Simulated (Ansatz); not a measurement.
Two structures of BH$_{2}$BrCl$_{2}$, closed shell, reached by relaxing down either side of one saddle point (PBE0-D4/def2-TZVP). Energies are electronic, without zero-point energy. Ansatz 0.2.0; basis: def2-TZVPP and def2-QZVPP; cores frozen in the correlated methods. Filled d shells of the heavier atoms are correlated. The def2 sets are not built for correlating such inner shells, so the correlated values are less sure here. Extrapolation: Hartree–Fock as exp(−7.88 √X), correlation as X^−2.97. First:

| atom | x (Å) | y (Å) | z (Å) |
| --- | --- | --- | --- |
| B1 | -0.3822 | -0.2894 | -1.0632 |
| H2 | 0.0869 | 0.7975 | -1.1425 |
| Cl3 | 0.6158 | -1.6788 | -1.3548 |
| Cl4 | -2.0729 | -0.4718 | -0.7168 |
| H5 | 1.1392 | 1.4703 | 2.0189 |
| Br6 | 0.6132 | 0.1721 | 2.2584 |

Second:

B1  (-0.380, -0.983, 0.257)
H2  (0.635, 1.917, -0.952)
Cl3  (0.705, -1.721, -0.877)
Cl4  (-1.975, -0.517, -0.241)
H5  (0.838, 1.992, -0.238)
Br6  (0.178, -0.689, 2.051)
(Å)

Q: Which bonds change from the first to the second?

A: BHCl₂ ([Cl][BH][Cl]) + HBr → BBrCl₂ ([Cl][B]([Cl])[Br]) + H₂; bonds formed: B1–Br6, H2–H5; bonds broken: B1–H2, H5–Br6.

Q: Give the saddle point's structure and its height above each. (Judge from chemistry; the value comes from the calculation.)

A: By the calculation: 25.47 kcal/mol above the first and 35.21 kcal/mol above the second (CCSD(T) at an estimated basis limit (MP2 extrapolated from triple and quadruple zeta, plus CCSD(T) − MP2 in triple zeta)).
```json
{"atom": "B1", "x (Å)": "-0.1614", "y (Å)": "-0.1992", "z (Å)": "-0.3032"}
{"atom": "H2", "x (Å)": "0.2951", "y (Å)": "0.9685", "z (Å)": "-0.5885"}
{"atom": "Cl3", "x (Å)": "0.8306", "y (Å)": "-1.4351", "z (Å)": "-1.0572"}
{"atom": "Cl4", "x (Å)": "-1.9134", "y (Å)": "-0.2032", "z (Å)": "-0.4060"}
{"atom": "H5", "x (Å)": "0.4946", "y (Å)": "0.8629", "z (Å)": "0.4518"}
{"atom": "Br6", "x (Å)": "0.4544", "y (Å)": "0.0061", "z (Å)": "1.9032"}
```

T1 diagnostic: at most 0.011. The start structure is not quite a true minimum (one mode of 51i cm⁻¹).

Labels in which every atom is bracketed show which atoms are joined, not bond orders.

For scale, one of the runs: CCSD(T)/def2-TZVPP, 191 basis functions, launched by `ansatz run in.yaml --threads 4 --pin off --events-out ev --progress --plain --max-ram 9574MiB`. Hardware: 4 CPU threads of an Arm Neoverse V1, shared host. Wall time 20 s; peak host memory 1.4 GiB.
